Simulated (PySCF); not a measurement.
Compound: C₅H₇PSe.
Atom-mapped SMILES: `[CH2:1]=[CH:2][CH2:3][P:4]1(=[Se:5])[CH:6]=[CH:7]1` (hydrogens: H8, H9 on C1; H10 on C2; H11, H12 on C3; H13 on C6; H14 on C7)

Cartesian coordinates in Å at the GFN2-xTB level; atoms count from 1:
```
atom  x, y, z in Å
C1     2.0216    0.3224   -0.2551
C2     1.6855   -0.4528    0.7559
C3     0.2817   -0.6551    1.2282
P4    -0.8673    0.6305    0.5582
Se5   -0.6523    2.6243    1.1497
C6    -2.4530   -0.1466    0.1481
C7    -1.7053    0.0497   -0.9363
H8     3.0419    0.4420   -0.5750
H9     1.2755    0.8851   -0.8006
H10    2.4365   -1.0047    1.3076
H11    0.2342   -0.5697    2.3200
H12   -0.0958   -1.6422    0.9449
H13   -3.4418   -0.4611    0.4158
H14   -1.7621   -0.0224   -2.0037
```

Vertical excitations from PySCF (density fitting, frozen core in the response, grid level 2 and gas phase unless stated; continuum runs use non-equilibrium linear response for the excitations) on a GFN2-xTB geometry. Reference run:

```csv
settings,"S1, eV (f)","S2, eV (f)","S3, eV (f)","S4, eV (f)","S5, eV (f)","S6, eV (f)","T1, eV (Tamm–Dancoff)",mean α (au)
"CAM-B3LYP/def2-SVPD, full TDDFT, 8 singlets",4.30 (0.007),4.46 (0.010),4.57 (0.005),4.73 (0.007),5.08 (0.003),5.28 (0.100),3.88,109.7
```

Q: What do these settings give: (1) KT2/def2-SVPD, TDA, 12 singlets; (2) PW91/def2-SVPD, start guess vsap, full TDDFT, 25 singlets; (3) wB97X/STO-3G, IEF-PCM chloroform, level shift 0.1 Eh, start guess atom, full TDDFT, 6 singlets?

A: 
| settings | S1, eV (f) | S2, eV (f) | S3, eV (f) | S4, eV (f) | S5, eV (f) | S6, eV (f) | T1, eV (Tamm–Dancoff) | mean α (au) |
| --- | --- | --- | --- | --- | --- | --- | --- | --- |
| KT2/def2-SVPD, TDA, 12 singlets | 3.20 (0.002) | 3.27 (0.005) | 3.95 (0.007) | 4.08 (0.010) | 4.19 (0.002) | 4.36 (0.018) | 2.97 | 115.7 |
| PW91/def2-SVPD, start guess vsap, full TDDFT, 25 singlets | 3.08 (0.002) | 3.14 (0.004) | 3.88 (0.007) | 4.00 (0.008) | 4.16 (0.005) | 4.29 (0.017) | 2.86 | 114.6 |
| wB97X/STO-3G, IEF-PCM chloroform, level shift 0.1 Eh, start guess atom, full TDDFT, 6 singlets | 4.96 (0.005) | 5.13 (0.002) | 5.31 (0.011) | 5.67 (0.000) | 6.07 (0.001) | 6.29 (0.144) | – | 54.8 |

(1) S1 moves by -1.10 eV; functional and response scheme change together, so the shift can't be laid on one. (2) S1 moves by -1.22 eV (PW91 has no exact exchange, CAM-B3LYP range-separated exact exchange). (3) S1 moves by +0.66 eV; functional, basis and environment change together, so the shift can't be laid on one. States are counted by energy in each run and needn't keep their character from row to row.

KT2 was designed for NMR shieldings or shifts; total energies of different functionals aren't comparable.

Q: Which orbital pairs make up S1 in each run, and how does it sit against the orbital gap?

A: 
| settings | S1 configurations (weight) | S1 (eV) | orbital gap (eV) | S1 − gap (eV) |
| --- | --- | --- | --- | --- |
| CAM-B3LYP/def2-SVPD, full TDDFT, 8 singlets | H→L 0.91 | 4.30 | 7.31 | -3.01 |
| KT2/def2-SVPD, TDA, 12 singlets | H→L 0.63, H−1→L 0.36 | 3.20 | 3.11 | +0.09 |
| PW91/def2-SVPD, start guess vsap, full TDDFT, 25 singlets | H→L 0.65, H−1→L 0.35 | 3.08 | 2.99 | +0.09 |
| wB97X/STO-3G, IEF-PCM chloroform, level shift 0.1 Eh, start guess atom, full TDDFT, 6 singlets | H→L+1 0.55, H→L+3 0.38 | 4.96 | 9.79 | -4.83 |

The structure is a single GFN2-xTB conformer; no vibrational corrections. The CAM-B3LYP/def2-SVPD calculation is non-relativistic and has no spin–orbit coupling, an omission that weighs most on selenium.
